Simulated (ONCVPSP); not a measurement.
**What the settings do to the ONCV potential of rhenium**

Base potential:

* Element: Re (Z = 75)
* Generator: ONCVPSP 4.0.1
* Type: optimised norm-conserving Vanderbilt (ONCV)
* Functional: LDA (Perdew-Wang 92)
* Relativity: scalar-relativistic
* Frozen core: [Kr] 4d10 4f14
* Valence charge: 15
* Reference configuration: 5s2 5p6 5d5 6s1.5 (charge +0.5)
* Partial waves: 5s+6s: rc 1.65 bohr, ncon 4, nbas 8, qcut 8.6 1/bohr, 2 projectors; 5p: rc 2.05 bohr, ncon 5, nbas 10, qcut 5.6 1/bohr, 3 projectors, debl 3.5 Ha; 5d: rc 1.65 bohr, ncon 3, nbas 6, qcut 5.4 1/bohr, local; f scattering state at 0.42 Ha: rc 2.00 bohr, ncon 4, nbas 9, qcut 6.4 1/bohr, 2 projectors, debl 0.9 Ha
* Local potential: the d channel
* Core correction: Teter function, fcfact 3.5, rcfact 1.05

All-electron outer shells of the reference configuration (LDA (PZ), scalar-relativistic, ld1.x):

| shell | level (eV) | outermost node (bohr) | outermost maximum (bohr) |
| --- | --- | --- | --- |
| 5s | -89.28 | 0.52 | 0.93 |
| 5p | -50.99 | 0.56 | 1.06 |
| 4f | -46.37 | – | 0.41 |
| 6s | -9.49 | 1.24 | 2.51 |
| 5d | -9.26 | 0.62 | 1.43 |

Cutoffs, loose and tight: the cutoffs (Ha) at which the residual kinetic energy of the hardest occupied pseudo-wave falls to 1 and 0.1 mHa per electron. They do not see the model core or the augmentation charge, which bear on the density cutoff. Test errors are all-electron minus pseudo excitation energies from the reference, over the configurations 5s2 5p6 5d5 6s2; 5s2 5p6 5d5 6s1; 5s2 5p6 5d5 6s0; 5s2 5p6 5d4 6s2. A dash means not determined; rows that change the core or the reference have their own tests.

| change | outcome | cutoff, loose | cutoff, tight | bound ghosts | GHOST(+) flags above zero | largest test error (meV) |
| --- | --- | --- | --- | --- | --- | --- |
| base | generated | 24 Ha | 39 Ha | none | f | -6.3 |
| core correction Teter function, fcfact 1.5, rcfact 1.05 | generated | 24 Ha | 39 Ha | none | f | -6.0 |
| core correction Teter function, fcfact 2.9, rcfact 1.05 | generated | 24 Ha | 39 Ha | none | f | -6.2 |
| core correction Teter function, fcfact 4.2, rcfact 1.05 | generated | 24 Ha | 39 Ha | none | f | -6.4 |
| core correction Teter function, fcfact 5, rcfact 1.05 | generated | 24 Ha | 39 Ha | none | f | -6.4 |
| core correction Teter function, fcfact 6.5, rcfact 1.05 | generated | 24 Ha | 39 Ha | none | f | -6.6 |
| core correction Teter function, fcfact 7.7, rcfact 1.05 | generated | 24 Ha | 39 Ha | none | f | -6.6 |

Reading the sweep of the fcfact (base included, trends over the rows without a ghost): The loose cutoff stays near 24 Ha. The median size of the test errors (rows with all tests solved) stays near 1.5 meV.
